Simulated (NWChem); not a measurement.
# Total energies of phosphorus nitride (NP)

```
N
P 1 1.4886
```
Charge 0, spin multiplicity 1.

The numbers come from NWChem runs, not from measurements. The geometry was optimised at PBE0/def2-SVP, a minimum by its harmonic frequencies.

Basis set: def2-SVP (32 functions).

| method | total energy (Ha) |
|---|---|
| RHF | -394.98457 |
| MP2 | -395.27486 |
| B2PLYP | -395.74016 |
| PBE | -395.69593 |
| B3LYP | -395.92735 |
| PBE0 | -395.71208 |
| CCSD(T) | -395.29230 |

Total energies of different functionals aren't comparable as a measure of quality: only differences taken within one method are. 

The correlated methods keep 6 core orbitals frozen. B3LYP has NWChem's definition, with VWN1-RPA local correlation. No row is a measurement; the coupled-cluster row has its own basis-set and correlation limits.
